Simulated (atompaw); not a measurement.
Ranking PAW (atompaw) potentials for phosphorus (P)

All share these settings but for the change named:

- Element: phosphorus (P)
- Generator: atompaw 4.2.0.5
- Type: PAW
- Functional: PBE
- Relativity: scalar-relativistic
- Frozen core: [Ne]
- Valence charge: 5
- Reference configuration: 3s2 3p1 (charge +2)
- Partial waves: 3s (bound): rc 1.50 bohr; 3s channel at -1.8 Ry: rc 1.50 bohr; 3p (bound): rc 1.50 bohr; 3p channel at -1.5 Ry: rc 1.35 bohr
- Local potential: bessel scheme, radius 1.10 bohr
- Core correction: smooth core density matched at 0.80 bohr
- Augmentation charge: besselshape compensation charge, radius 1.30 bohr; PAW radius 1.50 bohr; waves and projectors: custom polynom vanderbiltortho

Cutoff: the first of the cutoffs (Ry, on a coarse ladder) from which the occupation-weighted sum of valence levels, in a spherical-Bessel basis at the reference potential, stays within 10 and 1 mRy of its value at 400 Ry; the density cutoff is not measured.

The base gives 12 Ry.

Of 10 variants that were run, those that failed, showed a ghost or another fault, or gave nearly equal values are left out.

A variant can come out equal or close to the base.

(1) Rank these variants from softest to hardest (loose cutoff).
A. augmentation besselshape compensation charge, radius 1.30 bohr; PAW radius 1.50 bohr; waves and projectors: custom rrkj vanderbiltortho
B. local potential bessel scheme, radius 1.46 bohr
C. all radii scaled by about 1.24 (s 1.86, p 1.86 bohr); local potential bessel scheme, radius 1.36 bohr; augmentation besselshape compensation charge, radius 1.60 bohr; PAW radius 1.86 bohr; waves and projectors: custom polynom vanderbiltortho; core correction smooth core density matched at 0.98 bohr

Answers

(1) C (12 Ry), A (15 Ry), B (18 Ry).
